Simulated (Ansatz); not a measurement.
This geometry of BiCl3 (4 atoms, charge 0, multiplicity 1) is a first-order saddle point.

Method: RKS PBE0-D4/def2-SVPD (Ansatz).

```xyz
4
Properties=species:S:1:pos:R:3
Cl 0.930 0.546 2.297
Bi 0.014 -0.015 -0.005
Cl -0.092 -2.434 -0.775
Cl -0.797 1.842 -1.537
```

Which two structures does it join? (They come from a converged band through this point; their orientation in space is the band's.)

No bond is made or broken. The height of Bi2 over the plane of its neighbours goes from -1.20 to 1.20 Å. The two ends are copies of one structure, up to a mirror image or an exchange of like atoms. The height can change sign by an inversion or by a turn that exchanges like atoms.

Initial state:

```xyz
4
Properties=species:S:1:pos:R:3
Cl 1.067 0.487 1.836
Bi -0.810 -0.089 0.341
Cl 0.199 -2.045 -0.775
Cl -0.400 1.588 -1.422
```

Final state:

```xyz
4
Properties=species:S:1:pos:R:3
Cl 0.518 0.437 2.066
Bi 0.838 0.059 -0.351
Cl -0.351 -2.095 -0.544
Cl -0.949 1.538 -1.192
```

How far does it lie above each of them?

107.2 kJ/mol above the first and 107.2 kJ/mol above the second. This is the barrier of this one path; another mechanism may lie lower.

The run took 94 s on 2 threads of Intel(R) Xeon(R) Platinum 8488C (Sapphire Rapids), with other jobs on the host, peak memory 0.32 GiB.
